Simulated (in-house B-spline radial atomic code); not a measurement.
The numbers below are computed, except where a source is named.
# Ba III (Ba2+) at several levels of theory

Ground configuration [Kr] 4d10 5s2 5p6. All numbers come from a B-spline radial code for spherical atoms, all electrons, at the radial basis limit. Mean-field, RPA, GW and linear-response runs are scalar-relativistic (one-electron X2C), no spin-orbit coupling, without Breit or QED terms, open shells spin-polarised at highest spin; the many-body runs on Dirac-Hartree-Fock orbitals are four-component, and their energies hold both.

Spin-orbit coupling, left out, splits p levels strongly here.

**Ionisation energy.** The reference is 35.844 ± 0.0025 eV (NIST, measured). It runs between the lowest fine-structure levels, while the runs without spin-orbit coupling give shell averages, so part of their difference is this splitting, and a close match can be a cancellation.

```json
{"method": "minus the highest LDA VWN5 level", "value (eV)": "31.08", "minus reference (eV)": "-4.77"}
{"method": "minus the highest PBE level", "value (eV)": "30.91", "minus reference (eV)": "-4.94"}
{"method": "G0W0 on PBE", "value (eV)": "36.53", "minus reference (eV)": "+0.68"}
{"method": "minus the highest r2SCAN level", "value (eV)": "31.39", "minus reference (eV)": "-4.46"}
{"method": "minus the highest PBE0 level", "value (eV)": "32.53", "minus reference (eV)": "-3.31"}
{"method": "G0W0 on PBE0", "value (eV)": "36.67", "minus reference (eV)": "+0.83"}
{"method": "minus the highest B3LYP (VWN-RPA) level", "value (eV)": "32.17", "minus reference (eV)": "-3.68"}
{"method": "minus the highest CAM-B3LYP level", "value (eV)": "33.93", "minus reference (eV)": "-1.92"}
{"method": "minus the highest LC-wPBE level", "value (eV)": "35.46", "minus reference (eV)": "-0.39"}
{"method": "minus the highest Hartree-Fock level", "value (eV)": "36.19", "minus reference (eV)": "+0.35"}
{"method": "G0W0 on Hartree-Fock", "value (eV)": "37.03", "minus reference (eV)": "+1.18"}
{"method": "Dirac-Fock + self-energy with TDHF screening (5p3/2)", "value (eV)": "35.93", "minus reference (eV)": "+0.09"}
```

Question: Which methods come closest, and which lies farthest off?

Answer: Closest: Dirac-Fock + self-energy with TDHF screening (5p3/2) (+0.09 eV) and minus the highest Hartree-Fock level (+0.35 eV). Farthest: minus the highest PBE level (-4.94 eV). The TDHF-screened form was chosen among four for its agreement on 13 closed-shell atoms.

**Static dipole polarisability and C6** of two like species, by linear response (no reference value is at hand):

```json
{"method": "LDA VWN5", "α (bohr³)": "10.7", "C6 (hartree·bohr⁶)": "78.72"}
{"method": "PBE", "α (bohr³)": "10.78", "C6 (hartree·bohr⁶)": "79.58"}
{"method": "PBE0", "α (bohr³)": "10.66", "C6 (hartree·bohr⁶)": "78.51"}
{"method": "B3LYP (VWN-RPA)", "α (bohr³)": "10.72", "C6 (hartree·bohr⁶)": "78.95"}
{"method": "CAM-B3LYP", "α (bohr³)": "10.68", "C6 (hartree·bohr⁶)": "78.59"}
{"method": "LC-wPBE", "α (bohr³)": "10.61", "C6 (hartree·bohr⁶)": "78.1"}
{"method": "TDHF", "α (bohr³)": "10.57", "C6 (hartree·bohr⁶)": "77.91"}
{"method": "relativistic RPA (four-component TDHF)", "α (bohr³)": "10.61", "C6 (hartree·bohr⁶)": "78.16"}
```

Question: What mean excitation energy do α and C6 imply in London's formula C6 = (3/4) α² ω?

Answer: LDA VWN5: ω = 0.917 hartree; relativistic RPA (four-component TDHF): ω = 0.926 hartree. A method that puts the excitations lower gives a larger α and a smaller ω.

Run times on one thread of shared hosts: mean field, RPA, SOSEX and G0W0 on PBE, 5.2 s (Arm Neoverse N1); TDDFT with PBE, 4.5 s (Arm Neoverse N1); removal energies by the self-energy, 54 s (Intel Xeon 6975P-C).
